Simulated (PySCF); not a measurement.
C2H2N, SMILES [CH2-]C#N, charge -1. Atoms are numbered in the order given.

```xyz
5

C     -1.2016     0.0882     0.0000
C      0.1803    -0.0014     0.0000
N      1.3624    -0.0117     0.0000
H     -1.7044    -0.2195    -0.9151
H     -1.7044    -0.2195     0.9151
```
Charge -1, spin multiplicity 1.

Geometry optimised at r2SCAN-D4/def2-TZVPD.

Method: PySCF with PBE/def2-TZVPD.

Symmetry labels are those of the subgroup Cs that the program uses (full group Cs).

Computed valence orbital energies around the gap with their symmetry:
```tsv
orbital	symmetry	energy (eV)
HOMO−7	A'	-15.63
HOMO−6	A'	-11.57
HOMO−5	A'	-5.67
HOMO−4	A"	-4.62
HOMO−3	A'	-2.37
HOMO−2	A'	-2.19
HOMO−1	A"	-1.47
HOMO	A'	1.60
LUMO	A'	4.11
LUMO+1	A'	5.11
LUMO+2	A"	5.47
LUMO+3	A"	6.57
```
